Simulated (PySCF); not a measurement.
**Which determinant of MgSn lies lowest?**

Unrestricted PBE0; Mg cc-pVDZ, Sn cc-pVDZ-PP with ECP28; scalar-relativistic core potentials (PySCF 2.14). Outer shells of the fragments: Mg 3s2; Sn 4d10 5s2 5p2.

Followed along the bond (rough minima from three points):

| 2Ms+1 | unpaired | ⟨S²⟩ at the start | R at minimum (Å) | Te (eV) |
| --- | --- | --- | --- | --- |
| 3 | π ↑↑ | 2.11 | 2.78 | 0.00 |
| 1 | π ↑↓ | 1.01 | 2.78 | 0.28 |
| 3 | σ ↑, π ↑ | 2.01 | 3.09 | 0.54 |
| 1 | σ ↓, π ↑ | 1.01 | 3.02 | 0.66 |
| 1 | none | 0.00 | 2.77 | 0.97 |

Solutions found at the starting distance of 2.705 Å, counted from the lowest of them; the search is not exhaustive and high or unbound solutions are not listed, so other states can lie among these:

```tsv
2Ms+1	unpaired	term	E (eV)	⟨S²⟩	⟨Lz²⟩	μ (D)
3	π ↑↑	³Σ⁻	0.00	2.11	0.00	-2.94
1	π ↑↓	mixed	0.28	1.01	2.01	-2.96
3	σ ↑, π ↑	³Π	0.73	2.01	1.00	0.26
1	σ ↓, π ↑	mixed	0.82	1.01	1.00	0.12
1	none	mixed	0.96	0.00	2.00	-2.69
3	σ ↑↑, π ↑↓	mixed	1.80	3.01	2.01	-1.66
```

A term symbol is given only where ⟨S²⟩ and ⟨Lz²⟩ are close to those of a pure state; real π, δ and φ orbitals otherwise mix terms. A positive dipole means Mg(−)Sn(+).

Spin–orbit coupling is left out.
